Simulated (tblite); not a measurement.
C₄H₁₂AsNSi₂.
Atom-mapped SMILES: `[N:1]#[C:2][CH2:3][CH2:4][SiH2:5][CH2:6][SiH2:7][AsH2:8]` (hydrogens: H9, H10 on C3; H11, H12 on C4; H13, H14 on Si5; H15, H16 on C6; H17, H18 on Si7; H19, H20 on As8)

Computed with GFN2-xTB (tblite), gas phase: L-BFGS steps from a force-field or distance-geometry start until the largest atomic force falls under 0.01 eV/Å.

Step 0: E = -635.9686 eV
```
atom  x, y, z in Å  |  force x, y, z in eV/Å
N1      4.1223    1.2839   -1.1213   -1.553  -0.932   0.898
C2      3.2767    0.6991   -0.5859    1.010   0.261  -0.358
C3      2.2363   -0.0598    0.1168    0.204   0.379  -0.583
C4      1.1044    0.8922    0.5404    0.173   0.100   0.244
Si5    -0.2392   -0.0473    1.4800   -0.165  -0.011   0.608
C6     -0.9565   -1.4399    0.4422    0.106  -0.679   0.555
Si7    -1.6235   -0.7993   -1.1844   -0.568   0.311  -0.566
As8    -3.3138    0.7449   -0.8075    0.182   0.543  -0.303
H9      1.8370   -0.8306   -0.5800    0.299   0.387   0.365
H10     2.6652   -0.5604    1.0040   -0.054   0.224  -0.422
H11     1.5045    1.6672    1.2238   -0.106  -0.234  -0.580
H12     0.6482    1.3746   -0.3357    0.387   0.023   0.237
H13     0.3266   -0.6087    2.7145    0.072  -0.005   0.028
H14    -1.3051    0.8915    1.8355   -0.080   0.112   0.061
H15    -0.1628   -2.1802    0.2447   -0.503   0.078   0.193
H16    -1.7745   -1.9231    1.0245    0.653   0.149  -0.443
H17    -2.1647   -1.9306   -1.9438    0.037  -0.134  -0.131
H18    -0.5476   -0.1820   -1.9600    0.221  -0.101  -0.149
H19    -2.2953    1.8682   -0.4473   -0.440  -0.401  -0.348
H20    -3.3431    1.1511   -2.3144    0.126  -0.072   0.693
```

Step 1: E = -635.9902 eV
```
atom  x, y, z in Å  |  force x, y, z in eV/Å
N1      4.1001    1.2705   -1.1084    2.756   2.052  -1.828
C2      3.2911    0.7028   -0.5910   -3.380  -2.708   2.362
C3      2.2392   -0.0544    0.1084    0.290   0.428  -0.273
C4      1.1068    0.8936    0.5439    0.053  -0.160   0.032
Si5    -0.2416   -0.0475    1.4887   -0.094  -0.046   0.339
C6     -0.9550   -1.4496    0.4501    0.068   0.027   0.056
Si7    -1.6316   -0.7949   -1.1924   -0.284   0.154  -0.187
As8    -3.3112    0.7527   -0.8119    0.047   0.409  -0.181
H9      1.8413   -0.8251   -0.5747    0.218   0.269   0.177
H10     2.6644   -0.5572    0.9980   -0.029   0.244  -0.440
H11     1.5030    1.6639    1.2155    0.024  -0.018  -0.345
H12     0.6537    1.3749   -0.3323    0.310   0.042   0.197
H13     0.3277   -0.6088    2.7149    0.102  -0.029   0.123
H14    -1.3063    0.8930    1.8363   -0.103   0.126   0.074
H15    -0.1700   -2.1791    0.2475   -0.249  -0.145   0.130
H16    -1.7652   -1.9210    1.0182    0.297  -0.075  -0.180
H17    -2.1642   -1.9324   -1.9457    0.014  -0.138  -0.148
H18    -0.5444   -0.1834   -1.9622    0.177  -0.117  -0.129
H19    -2.3016    1.8624   -0.4523   -0.340  -0.298  -0.327
H20    -3.3413    1.1501   -2.3045    0.125  -0.018   0.548
```

Step 2: E = -636.0908 eV
```
atom  x, y, z in Å  |  force x, y, z in eV/Å
N1      4.1018    1.2747   -1.1112   -0.218  -0.084   0.111
C2      3.2776    0.6849   -0.5770    0.312   0.045  -0.121
C3      2.2441   -0.0461    0.0988   -0.269  -0.061   0.459
C4      1.1095    0.8937    0.5473   -0.153  -0.364  -0.132
Si5    -0.2445   -0.0480    1.4992   -0.032  -0.071   0.058
C6     -0.9531   -1.4581    0.4577    0.078   0.736  -0.413
Si7    -1.6412   -0.7896   -1.2012   -0.002   0.001   0.123
As8    -3.3085    0.7629   -0.8172   -0.133   0.209  -0.011
H9      1.8468   -0.8179   -0.5686    0.073   0.077  -0.030
H10     2.6635   -0.5524    0.9891   -0.008   0.199  -0.356
H11     1.5018    1.6607    1.2053    0.165   0.214  -0.082
H12     0.6612    1.3756   -0.3277    0.208   0.063   0.127
H13     0.3294   -0.6090    2.7163    0.140  -0.055   0.222
H14    -1.3081    0.8955    1.8377   -0.110   0.133   0.082
H15    -0.1785   -2.1792    0.2510    0.035  -0.373   0.047
H16    -1.7544   -1.9196    1.0110   -0.126  -0.314   0.116
H17    -2.1636   -1.9353   -1.9485   -0.004  -0.126  -0.152
H18    -0.5402   -0.1856   -1.9651    0.116  -0.138  -0.098
H19    -2.3099    1.8549   -0.4593   -0.194  -0.146  -0.288
H20    -3.3387    1.1490   -2.2912    0.120   0.055   0.339
```

**Question.** Estimate the geometry and energy of step 3. (The exact step hangs on the optimiser's Hessian estimate; all steps are aligned on step 2, rigid shifts and turns removed.)

**Answer.** E = -636.1162 eV, largest force 0.372 eV/Å
```
atom  x, y, z in Å  |  force x, y, z in eV/Å
N1      4.1003    1.2750   -1.1110   -0.280  -0.153   0.157
C2      3.2784    0.6817   -0.5756    0.319   0.129  -0.141
C3      2.2412   -0.0456    0.1036   -0.183  -0.028   0.140
C4      1.1078    0.8885    0.5460   -0.091  -0.117   0.081
Si5    -0.2454   -0.0490    1.5016   -0.018   0.009   0.112
C6     -0.9517   -1.4491    0.4531    0.000   0.283  -0.219
Si7    -1.6427   -0.7888   -1.2009   -0.021   0.020  -0.001
As8    -3.3100    0.7674   -0.8182   -0.163   0.096   0.050
H9      1.8487   -0.8157   -0.5681    0.051   0.046  -0.034
H10     2.6632   -0.5488    0.9827    0.061   0.078  -0.120
H11     1.5039    1.6632    1.2025    0.091   0.081  -0.145
H12     0.6653    1.3765   -0.3252    0.150   0.058   0.046
H13     0.3316   -0.6099    2.7196    0.119  -0.044   0.188
H14    -1.3100    0.8977    1.8391   -0.075   0.102   0.075
H15    -0.1793   -2.1845    0.2522   -0.078  -0.187   0.052
H16    -1.7545   -1.9239    1.0115    0.048  -0.148  -0.028
H17    -2.1636   -1.9375   -1.9511    0.012  -0.080  -0.116
H18    -0.5379   -0.1879   -1.9669    0.079  -0.147  -0.079
H19    -2.3139    1.8517   -0.4645   -0.131  -0.077  -0.259
H20    -3.3366    1.1496   -2.2844    0.112   0.079   0.240
```

The energy changes by -0.0254 eV. The first-order estimate −F·Δx gives -0.0331 eV and the mean of the old and new forces, exact on a quadratic surface, -0.0253 eV. The step makes an angle of 24° with the force vector and moves no atom by more than 0.010 Å.

The cost below is that of the whole relaxation. Hardware: one thread of an Intel Xeon Platinum 8488C, on a shared host. Cost: 1.1 s of wall time.
